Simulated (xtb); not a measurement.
C₅H₁₃O₃Si (SMILES C=C[Si](OC)(OC)[OH+]C), charge +1, singlet, at a GFN2-xTB geometry. Base run: GFN0-xTB (xtb).

Input for xtb:
```
$ xtb mol.xyz --gfn 0 --chrg 1 --json

# file mol.xyz
22

C     -0.91641656    -2.31931406    -1.42596907
C     -0.44487032    -1.08248142    -1.54083620
Si    -0.14187058     0.10461714    -0.13032044
O     -0.33569001     1.67625302    -0.34617717
C     -1.43253891     2.52160283    -0.64256663
O     -0.46215718    -0.62438055     1.23946622
C     -0.76285267    -0.33612068     2.59581626
O      1.69171766     0.34802319    -0.03671418
C      2.61661455    -0.73870961     0.01127747
H     -1.15913827    -2.74779489    -0.46854943
H     -1.07673129    -2.94567544    -2.28802493
H     -0.23315791    -0.70945139    -2.53698669
H     -1.07543930     3.54769264    -0.57087791
H     -2.24408831     2.36393058     0.06604461
H     -1.79348234     2.32616212    -1.65136974
H      0.15073766    -0.40440129     3.18617184
H     -1.19016977     0.65943058     2.70052197
H     -1.47717413    -1.08314146     2.93924547
H      2.05388694     1.11726467    -0.49927576
H      2.15128333    -1.52587334     0.59828828
H      2.83322131    -1.11646387    -0.98769197
H      3.53585994    -0.41534689     0.49806016
```

The base run was repeated with changes; each row names its change, and settings that it needs were set with it.

| change | ΔE vs base (kcal/mol) | HOMO-LUMO gap (eV) |
|---|---|---|
| base | 0.000 | 3.72 |
| acc = 1000 | 0.000 | 3.72 |
| etemp = 10000 | ? | 3.72 |
| etemp = 3000 | -0.029 | 3.72 |
| etemp = 5000 | -0.98 | 3.72 |

**Question.** What belongs in the gaps?

**Answer.** 
- etemp = 10000, ΔE vs base (kcal/mol): -22.12
